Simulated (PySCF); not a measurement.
## Molecular orbitals of ZnN

B2PLYP at R = 2.046 Å; PySCF, no relativity, basis sets Zn def2-TZVPPD, N def2-TZVPPD. State: ⁴Σ⁻ (quartet), unpaired electrons σ ↑, π ↑↑. Only the outer orbitals are listed, counted within each symmetry.

| spin | orbital | occ. | ε (eV) | on Zn (%) | main shells (%) |
| --- | --- | --- | --- | --- | --- |
| α | 9σ | 1 | -11.23 | 23 | 76 N p, 19 Zn s |
| α | 4π | 1 | -11.12 | 2 | 97 N p |
| α | 4π | 1 | -11.12 | 2 | 97 N p |
| α | 10σ | 1 | -6.84 | 88 | 71 Zn s, 16 Zn p, 10 N p |
| α | 5π | 0 | -0.03 | 99 | 98 Zn p |
| α | 5π | 0 | -0.03 | 99 | 98 Zn p |
| β | 9σ | 1 | -7.92 | 60 | 59 Zn s, 38 N p |
| β | 10σ | 0 | -1.53 | 62 | 34 Zn s, 30 N p, 27 Zn p |
| β | 4π | 0 | -1.02 | 54 | 52 Zn p, 46 N p |
| β | 4π | 0 | -1.02 | 54 | 52 Zn p, 46 N p |

**Question.** Which are the highest filled and the lowest empty level, where do they sit, and how wide is the gap?

**Answer.** Highest filled α 10σ at -6.84 eV (in %: 71 Zn s, 16 Zn p, 10 N p); lowest empty β 10σ at -1.53 eV (in %: 34 Zn s, 30 N p, 27 Zn p); the gap at B2PLYP is 5.31 eV.

```json
{
  "bond order (Mayer)": "0.74",
  "⟨S²⟩": "3.786",
  "charge on Zn (Mulliken, basis-dependent)": "0.15",
  "charge on Zn (Löwdin, basis-dependent)": "0.31",
  "dipole moment (positive dipole means Zn(−)N(+))": "-1.39 D"
}
```

Correlated steps freeze 6 core orbitals. B2PLYP dipoles, levels and charges come from its SCF part alone. The state was picked by a PBE0 search and need not be the measured ground state.
